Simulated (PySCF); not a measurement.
Mapped SMILES: `[SiH3:1][CH2:2][c:3]1[o:4][cH:5][c:6]2[cH:7][cH:8][cH:9][cH:10][c:11]12`; H(Xn) means a hydrogen on atom n.

A single conformation, rapidly exchanging positions averaged, non-relativistic, isolated molecule. PBE0/pcSseg-1 with gauge-including orbitals; coordinates at the PBE0-D3(BJ)/def2-SVP level; PySCF 2.14.0 with density-fitted response routines.

Scale: ¹³C and ¹H and ²⁹Si vs TMS; ¹⁷O against H2O (reference shieldings calculated alike).

| atoms | nucleus | count | Hirshfeld charge | δ (ppm) |
| --- | --- | --- | --- | --- |
| H(C5) | ¹H | 1 | 0.06 | 7.88 |
| H(C7) | ¹H | 1 | 0.05 | 7.48 |
| C6 | ¹³C | 1 | -0.04 | 129.5 |
| C3 | ¹³C | 1 | 0.06 | ? |
| C7 | ¹³C | 1 | -0.05 | ? |
| H(C2) | ¹H | 2 | 0.05 | 2.71 |
| H(Si1) | ¹H | 3 | -0.08 | 3.96 |
| C2 | ¹³C | 1 | -0.16 | ? |
| C9 | ¹³C | 1 | -0.06 | ? |
| H(C8) | ¹H | 1 | 0.05 | ? |
| C11 | ¹³C | 1 | -0.04 | 123.1 |
| C5 | ¹³C | 1 | -0.01 | ? |
| C10 | ¹³C | 1 | -0.05 | 124.6 |
| Si1 | ²⁹Si | 1 | 0.31 | -66.9 |
| C8 | ¹³C | 1 | -0.05 | 130.0 |
| H(C9) | ¹H | 1 | 0.05 | 6.94 |
| O4 | ¹⁷O | 1 | -0.05 | 326.6 |
| H(C10) | ¹H | 1 | 0.05 | 7.49 |

**Question.** Complete the table.

**Answer.** 
- C3: 146.5 ppm, substituted aromatic carbon next to the ring oxygen
- C5: 134.7 ppm, aromatic CH next to the ring oxygen
- C9: 127.8 ppm, aromatic CH; the aromatic region
- C7: 124.8 ppm, aromatic CH
- C2: 10.6 ppm, sp3 CH2 bonded to Si, on an aromatic ring; an electropositive neighbour leaves it electron-rich and shielded
- H(C8): 7.00 ppm, hydrogen on an aromatic CH; it sits in the deshielding region of the aromatic ring current

Shifts are as computed. Against solution values, carbons near 30 ppm lie about +2 ppm off and those near 130 ppm about +5 ppm (rms about the fit 1.9 ppm; single classes can miss by 10 ppm). Of 1328 compounds with measured shifts, 309 miss one by over three times the rms of a fit or turn the order of signals round; such compounds aren't used in these exercises. Signals without a measured value on file couldn't be tested in this way; 1H shifts scatter by 0.2 ppm about their fit, and single ones miss by 0.5 ppm. Unscaled 17O shifts of doubly bonded oxygen tend to come out too high, by tens of ppm or more. Experimental scales use liquid or dissolved standards, which lie at an offset from isolated H2O (liquid H2O: subtract about 36 ppm).
